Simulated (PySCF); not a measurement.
SMILES [SiH3][Sn]([SiH3])([SiH3])[SiH3] (H12Si4Sn), singlet, GFN2-xTB optimised geometry.

```
17

Si    -2.89     1.09    -2.88
Sn    -0.79    -0.08    -2.02
Si    -1.38    -2.48    -1.33
Si     0.97    -0.13    -3.87
Si     0.13     1.18     0.00
H     -3.90     0.13    -3.31
H     -2.59     1.95    -4.02
H     -3.50     1.93    -1.85
H     -1.59    -2.57     0.11
H     -0.31    -3.41    -1.68
H     -2.60    -2.93    -1.98
H      0.96    -1.41    -4.58
H      0.74     0.92    -4.85
H      2.31     0.06    -3.32
H     -0.31     2.57     0.00
H     -0.31     0.58     1.25
H      1.59     1.18     0.00
```

Density from B3LYP/def2-SVP, def2 effective core potentials past Kr in PySCF at that geometry. The core electrons that the potentials of Sn replace are not part of the density.

Minimum of the electron density along straight lines between bonded atoms, close to the bond critical point (lines longer than 1.1 times the sum of covalent radii, or with two minima, are not listed):

| bond | length / Å | ρ at the minimum / e bohr⁻³ | ∇²ρ there / e bohr⁻⁵ | position (fraction from the first atom) |
|---|---|---|---|---|
| Si1–Sn2 | 2.557 | 0.074 | -0.04 | 0.50 |
| Sn2–Si3 | 2.557 | 0.074 | -0.04 | 0.50 |
| Sn2–Si4 | 2.557 | 0.074 | -0.04 | 0.50 |
| Sn2–Si5 | 2.557 | 0.074 | -0.04 | 0.50 |
| Si1–H6 | 1.458 | 0.117 | 0.35 | 0.49 |
| Si1–H7 | 1.458 | 0.117 | 0.35 | 0.49 |
| Si1–H8 | 1.458 | 0.117 | 0.35 | 0.49 |
| Si3–H9 | 1.458 | 0.117 | 0.35 | 0.49 |
| Si3–H10 | 1.458 | 0.117 | 0.35 | 0.49 |
| Si3–H11 | 1.458 | 0.117 | 0.35 | 0.49 |
| Si4–H12 | 1.458 | 0.117 | 0.35 | 0.49 |
| Si4–H13 | 1.458 | 0.117 | 0.35 | 0.49 |
| Si4–H14 | 1.458 | 0.117 | 0.35 | 0.49 |
| Si5–H15 | 1.458 | 0.117 | 0.35 | 0.49 |
| Si5–H16 | 1.458 | 0.117 | 0.35 | 0.49 |
| Si5–H17 | 1.458 | 0.117 | 0.35 | 0.49 |
